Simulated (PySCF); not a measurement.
Adding and removing an electron: InPb

UHF-CCSD(T); basis In def2-SVP with ECP28, Pb def2-SVP with ECP60; scalar-relativistic core potentials; PySCF 2.14. Neutral (UHF): quartet (σ ↑, π ↑↑), Re = 2.932 Å, ωe = 129 cm⁻¹, De = 1.70 eV.

InPb⁺ (UHF): triplet (σ ↑, π ↑), Re = 3.348 Å, ωe = 74.1 cm⁻¹. The energies at the minima are -381.23616 hartree for InPb and -381.00352 for InPb⁺.

(1) Work out the adiabatic ionisation energy, without and with harmonic zero-point energies (1 hartree = 27.2114 eV, 1 eV = 8065.5 cm⁻¹), and the change of the bond length.

Correlated steps freeze 8 core orbitals. Correlated levels converge slowly with the basis: in double zeta they bind strong bonds too weakly, by up to about 1 eV, and carry superposition errors of some tenths. Spin–orbit coupling is left out, which matters for elements this heavy, above all for dissociation energies. States were picked by a PBE0 search and need not be the measured ground states.

## Answers

(1) At UHF-CCSD(T): 0.23264 hartree = 6.330 eV between the minima; the zero-point term (74.1 − 129.0)/2 cm⁻¹ = -0.003 eV makes it 6.327 eV. Re changes by +41.6 pm against the neutral. The electron leaves a π orbital, and the ion is left as a loose complex of an ion and an atom.
